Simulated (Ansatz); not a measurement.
The pair A = stibine (SMILES [SbH3]) (first 4 atoms), B = stibine (SMILES [SbH3]); geometry from B3LYP-D3(BJ)/def2-TZVP.
(charge 0, multiplicity 1):
```xyz
8

Sb     0.34508    -0.32205    -0.42015
H      1.60686    -0.27149     0.73822
H     -0.44804    -1.56965     0.44635
H     -0.53278     0.87793     0.43117
Sb    -0.45971    -0.07318     3.87547
H     -0.05336     1.53165     3.43599
H     -1.09835     0.45713     5.37876
H     -1.99498     0.06113     3.12857
```

Frozen-core correlation. Filled d and f shells under p-block atoms count as core.

Programs: Ansatz (Gaussian basis) for Hartree–Fock, density functionals and correlated methods. Each number belongs to the level named beside it. In def2 rows elements past Kr take small-core potentials, without spin–orbit coupling.

Total energies (hartree), monomers frozen at their geometry in the pair:

```
structure              HF/def2-SVPD  MP2/def2-SVPD  MP2/def2-TZVPPD
---------------------  ------------  -------------  ---------------
AB                     -481.9368672   -482.1721432     -482.2448060
A in the pair's basis  -240.9693455   -241.0853655     -241.1214746
B in the pair's basis  -240.9693716   -241.0853066     -241.1215149
A                      -240.9692067   -241.0847194     -241.1212603
B                      -240.9692576   -241.0847256     -241.1212648
```

Question: Work out the interaction energy without and with the counterpoise correction, and the superposition error, for each level.

Answer: 
E(AB) − E(A) − E(B), times 627.509 kcal/mol, with the monomers in their own basis and then in the pair's basis:
- HF/def2-SVPD: 1.00 uncorrected, 1.16 corrected; the monomers gain 0.16 kcal/mol from borrowed functions
- MP2/def2-SVPD: -1.69 uncorrected, -0.92 corrected; the monomers gain 0.77 kcal/mol from borrowed functions
- MP2/def2-TZVPPD: -1.43 uncorrected, -1.14 corrected; the monomers gain 0.29 kcal/mol from borrowed functions

Ansatz is a first-principles code.
